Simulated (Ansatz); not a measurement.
The cluster La7⁺: single points at one geometry.

```yaml
crystal:
  periodic: [false, false, false]
  atoms:
    - {symbol: La, position_ang: [0.673060, 2.147054, 0.576268]}
    - {symbol: La, position_ang: [-0.434524, -0.908427, 2.089580]}
    - {symbol: La, position_ang: [-0.469897, 0.873513, -2.843951]}
    - {symbol: La, position_ang: [1.602947, -0.960631, -0.756271]}
    - {symbol: La, position_ang: [2.839792, 0.067180, 2.200744]}
    - {symbol: La, position_ang: [-2.618039, 0.975338, 0.041428]}
    - {symbol: La, position_ang: [-1.593339, -2.194036, -1.307797]}
basis:
  gaussian: {orbitals: def2-TZVP, initial_orbitals: start.molden}
total_charge: 1
hamiltonian: {xc: {name: BHLYP}, dispersion: d4}
scf: {omitted_lower_state_checks: [starts]}
output: {forces: true, orbitals: {seedname: orbitals}}
```

The file start.molden holds the orbitals of an earlier run on this structure, at another level or in another basis.

```sh
$ ansatz run in.yaml --threads 4 --pin off --events-out ev --progress --plain --max-ram 8704MiB
```

Shortened log:

```
Functional definition: BHLYP
2478 factors; integrals over basis functions are off by at most 3.7e-4 eV
mean field evaluation 1: about -5986.4852 eV, gradient 7.4e0 eV
mean field evaluation 2: about -5986.6853 eV, gradient 5.6e-1 eV
mean field evaluation 4: about -5987.0269 eV, gradient 4.0e-1 eV
mean field evaluation 8: about -5987.0349 eV, gradient 1.1e-2 eV
mean field evaluation 16: about -5987.0349 eV, gradient 3.0e-5 eV
mean field -5987.03493444 eV, -220.0194756826 hartree, gradient 1.1e-6 eV, S^2 0.000000; 0 other end points of the search recorded, 0 dependent functions left out
reference -5987.03510610 eV, -220.0194819912 hartree; 38, 38 occupied and 242, 242 virtual orbitals, 2478 factors
Total energy: -5988.18613355 eV, -220.0617814697 hartree
Atom 0 at     0.673060     2.147054     0.576268 Å, force     0.136871     0.466545     0.490539 eV/Å
Atom 1 at    -0.434524    -0.908427     2.089580 Å, force    -0.002022     0.073058     0.698538 eV/Å
Atom 2 at    -0.469897     0.873513    -2.843951 Å, force    -0.309263    -0.100744    -0.275471 eV/Å
Atom 3 at     1.602947    -0.960631    -0.756271 Å, force     0.386003    -0.058048     0.170896 eV/Å
Atom 4 at     2.839792     0.067180     2.200744 Å, force     0.423064    -0.242195    -0.181061 eV/Å
Atom 5 at    -2.618039     0.975338     0.041428 Å, force    -0.363321    -0.150770    -0.563862 eV/Å
Atom 6 at    -1.593339    -2.194036    -1.307797 Å, force    -0.271332     0.012155    -0.339577 eV/Å
Dipole moment:    -0.094806    -0.034247    -0.142955 e Å
Checks for a lower state left out: starts
```

Hardware: 4 threads of Intel Xeon Platinum 8259CL on a shared host. Wall time 77 s, peak host memory 1.5 GiB.

The first input with `hamiltonian: {xc: pbe}`, `correlation: {method: rpa}` and without the key `output` (abridged; 2.3 min):

```
Functional definition: PBE
mean field -6011.67939152 eV, -220.9251427758 hartree, gradient 3.4e-6 eV, S^2 0.000000; unrestricted orbitals would lower it
mean field evaluation 16: about -5914.1317 eV, gradient 1.8e1 eV
mean field evaluation 32: about -5922.3265 eV, gradient 4.0e-1 eV
Total energy: -5984.74760366 eV, -219.9354178268 hartree
Checks for a lower state left out: starts
```

As the first input, with `gaussian: {orbitals: def2-SVP, initial_orbitals: start.molden}`, `hamiltonian: {xc: pbe, dispersion: d4}`, `output: {orbitals: {seedname: orbitals}}` (abridged; 19 s):

```
Functional definition: PBE
mean field evaluation 16: about -6011.3046 eV, gradient 2.0e-5 eV
mean field -6011.30464206 eV, -220.9113709872 hartree, gradient 4.2e-6 eV, S^2 0.000000
Total energy: -6011.66918716 eV, -220.9247677725 hartree
Checks for a lower state left out: starts
```

The first input with `correlation: {method: mp2}`, `output: {orbitals: {seedname: orbitals}}` and without the key `hamiltonian` (abridged; 90 s):

```
Functional definition: HF
mean field evaluation 16: about -5919.3924 eV, gradient 8.2e-6 eV
mean field -5919.39242611 eV, -217.5336593514 hartree, gradient 8.2e-6 eV, S^2 0.000000; unrestricted orbitals would lower it
mean field evaluation 32: about -5922.2785 eV, gradient 3.2e-1 eV
mean field evaluation 64: about -5922.8198 eV, gradient 1.4e-3 eV
unrestricted determinant -5922.81982810 eV, -217.6596140513 hartree, S^2 7.9371
second order -48.69049230 eV of doubles, -0.00000000 eV of singles
Total energy: -5968.08291841 eV, -219.3230019397 hartree
Checks for a lower state left out: starts
```

The first input with `hamiltonian: {xc: r2scan, dispersion: d4}`, `output: {orbitals: {seedname: orbitals}}` (abridged; 39 s):

```
Functional definition: r2SCAN
mean field evaluation 16: about -6009.0884 eV, gradient 2.4e-4 eV
mean field -6009.08837749 eV, -220.8299247662 hartree, gradient 1.3e-5 eV, S^2 0.000000
Total energy: -6009.14284637 eV, -220.8319264607 hartree
Checks for a lower state left out: starts
```

As the first input, with `gaussian: {orbitals: def2-SVP, initial_orbitals: start.molden}`, `hamiltonian: {xc: pbe0, dispersion: d4}`, `output: {orbitals: {seedname: orbitals}}` (abridged; 27 s):

```
Functional definition: PBE0
mean field -6005.27966173 eV, -220.6899570436 hartree, gradient 8.4e-6 eV, S^2 0.000000
Total energy: -6005.60188353 eV, -220.7017984765 hartree
Checks for a lower state left out: starts
```

First input, but with `hamiltonian: {xc: pbe, dispersion: d4}`, `output: {orbitals: {seedname: orbitals}}` (abridged; 18 s):

```
Functional definition: PBE
mean field evaluation 16: about -6011.6794 eV, gradient 5.3e-6 eV
mean field -6011.67942210 eV, -220.9251438995 hartree, gradient 5.3e-6 eV, S^2 0.000000
Total energy: -6012.04395837 eV, -220.9385403605 hartree
Checks for a lower state left out: starts
```

Geometry: PBE-D4/def2-SVP.

In the def2 sets La takes a core potential; there is no spin–orbit coupling. Correlated methods freeze no core orbitals; core or outer-core shells of La are correlated, in sets that lack core-valence functions. The restricted singlet is unstable towards broken spin symmetry at other levels; at BHLYP-D4/def2-TZVP, PBE-D4/def2-SVP, r2SCAN-D4/def2-TZVP, PBE0-D4/def2-SVP this wasn't settled. At RPA@PBE/def2-TZVP, MP2/def2-TZVP, PBE-D4/def2-TZVP the restricted singlet (for correlated methods, its reference) is unstable: a solution with broken spin symmetry lies lower. At PBE0-D4/def2-TZVP a triplet of charge 1 lies 0.80 eV below the restricted singlet, each at its own geometry. The structure comes from a short search, and lower isomers may exist.
